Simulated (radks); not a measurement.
The numbers below are computed, except where a source is named.
Cu3+, 26 electrons, occupied as [Ar] 3d8. Code: a radial shooting solver on a logarithmic mesh with Libxc functionals. Model: non-relativistic Kohn-Sham, revTPSS, spin-polarised, spherical densities, point nucleus; open shells are filled with parallel spins first; meta-GGA in the generalised Kohn-Sham scheme.

Local quantities along the radius. ELF = 1/(1 + alpha^2) is the electron localisation function; alpha = (tau - tau_W)/tau_unif compares the Pauli kinetic energy density with that of the uniform gas (summed over spins); s = |grad rho|/(2 (3 pi^2)^(1/3) rho^(4/3)) is the reduced gradient; -r V(r) is the screened charge that the Kohn-Sham potential of spin up presents (atomic units); r v_xc is r times the local exchange-correlation potential of spin up (hartree bohr, multiplicative part alone).

r (bohr),ELF,alpha,s,-r V(r),r v_xc
0.004343,1.000,0.01845,0.3990,28.71,-0.2852
0.005656,1.000,0.02045,0.4091,28.55,-0.3038
0.007364,0.999,0.02339,0.4224,28.35,-0.3266
0.009589,0.999,0.02788,0.4403,28.09,-0.3537
0.01239,0.999,0.03479,0.4636,27.77,-0.3841
0.01613,0.998,0.04681,0.4960,27.36,-0.4193
0.021,0.995,0.06887,0.5400,26.83,-0.4568
0.02735,0.987,0.1133,0.5992,26.18,-0.4943
0.03561,0.957,0.2125,0.6742,25.39,-0.5270
0.04637,0.831,0.4511,0.7503,24.43,-0.5427
0.06038,0.512,0.9755,0.7607,23.26,-0.5142
0.07799,0.293,1.555,0.5952,21.95,-0.5038
0.1016,0.362,1.327,0.3478,20.51,-0.6273
0.1322,0.642,0.7465,0.2991,18.89,-0.7948
0.1722,0.802,0.4976,0.4170,17.11,-0.9655
0.2242,0.753,0.5724,0.6064,15.04,-0.8865
0.292,0.379,1.281,0.7259,12.90,-0.7563
0.3802,0.211,1.933,0.3971,10.89,-0.8243
0.4911,0.525,0.9504,0.2157,8.998,-1.016
0.6395,0.762,0.5587,0.3651,7.229,-1.246
0.8327,0.751,0.5754,0.5946,5.655,-1.183
1.084,0.566,0.8750,0.9130,4.587,-1.004
1.412,0.250,1.730,1.431,3.950,-0.7688
1.838,0.060,3.948,2.380,3.538,-0.4963
2.394,0.010,10.17,4.498,3.403,-0.3968
3.092,0.001,33.64,10.34,3.297,-0.2961
4.026,0.000,191.8,32.22,3.133,-0.1334

On this mesh the ELF has minima near r = 0.089, 0.38 bohr, which separate the shells, and maxima near 0.20 (0.81), 0.73 (0.78).

Self-consistent cycle (total energy in hartree, residual of the potential): 1: -1631.245940, 8e+00; 2: -1635.944575, 4e+00; 3: -1637.554210, 8e-01; 4: -1637.475132, 1e+00; 5: -1637.640097, 9e-02; 6: -1637.641570, 1e-02; 7: -1637.641575, 7e-03; 8: -1637.641586, 9e-04; 9: -1637.641586, 6e-05; 10: -1637.641586, 3e-06; 11: -1637.641586, 5e-07.
